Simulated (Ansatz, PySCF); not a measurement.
Breaking a bond: SMILES [Li][CH3], singlet. The C1–Li5 bond (C1 also carries H, H, H; Li5 carries nothing else) is varied alone, starting from the PBE0/def2-TZVP optimised geometry.

Levels of theory: RKS-PBE = restricted PBE/cc-pVTZ in Ansatz (a first-principles code); RHF/STO-3G = restricted Hartree-Fock/STO-3G in PySCF; UKS-B3LYP = unrestricted B3LYP/cc-pVTZ run with Ansatz.

Energies are in eV, each relative to the lowest point of its own curve near equilibrium.

```
R / Å  RKS-PBE  RHF/STO-3G  UKS-B3LYP
-----  -------  ----------  ---------
1.46     1.818         [?]      1.825
1.56     1.003       1.470      1.002
1.67     0.454       0.720      0.450
1.79     0.137       0.255      0.133
1.85     0.055         [?]      0.052
1.90     0.017         [?]      0.015
1.96     0.000         [?]      0.000
2.04     0.015       0.000      0.019
2.08     0.036       0.017      0.041
2.17     0.106       0.096      0.117
2.29     0.237       0.269      0.255
2.42     0.406         [?]      0.435
2.65     0.736       1.073      0.784
2.94     1.147       1.868      1.224
3.29     1.589       2.849      1.673
3.56     1.876         [?]      1.911
3.96     2.221       4.432      2.143
4.39     2.499       5.152      2.290
4.77     2.681       5.617      2.368
5.40     2.890       6.131      2.437
5.86     2.991       6.371      2.461
6.90     3.121       6.686      2.479
```

Question: What belongs in the gaps?

Answer: 
- 1.46, RHF/STO-3G: 2.546
- 1.85, RHF/STO-3G: 0.122
- 1.90, RHF/STO-3G: 0.051
- 1.96, RHF/STO-3G: 0.005
- 2.42, RHF/STO-3G: 0.521
- 3.56, RHF/STO-3G: 3.550

The restricted form behind RKS-PBE, RHF/STO-3G keeps the bonding electrons paired and can't separate into open-shell fragments. The unrestricted determinant behind UKS-B3LYP is spin-contaminated at 3.29 to 6.90 Å (<S²> up to 1.0, against 0.00 for a pure singlet).
